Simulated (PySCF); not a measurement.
Working out the ionisation energy of Mg⁺

Mg⁺ [Ne] 3s1 (2S) → Mg²⁺ [Ne] (1S). Calculation: PySCF 2.14, in aug-cc-pCVTZ (8s7p5d3f, 75 functions); no relativity, point nucleus. Frozen: nothing. Energies in hartree (1 hartree = 27.21139 eV):

| part | Mg⁺ (lower) | Mg²⁺ (upper) |
| --- | --- | --- |
| UHF | -199.370575 | -198.829506 |
| MP2 opposite-spin | -0.219164 | -0.215305 |
| MP2 same-spin | -0.077270 | -0.073705 |

Problem. What does Hartree-Fock give?

Solution. (-198.829506) − (-199.370575) = 0.541069 hartree = 14.723 eV.

Problem. What do MP2 and SCS-MP2 (6/5 opposite-spin, 1/3 same-spin) give?

Solution. The opposite-spin parts differ by 0.105 eV and the same-spin parts by 0.097 eV. MP2: 14.723 + (0.105) + (0.097) = 14.925 eV. SCS-MP2: 14.723 + 1.2 × (0.105) + (0.097)/3 = 14.881 eV.

Measured between the centres of the two terms (NIST): 15.035 eV, so MP2 (all electrons) is off by -0.110 eV.

What remains against the reference includes basis incompleteness and correlation beyond second order.
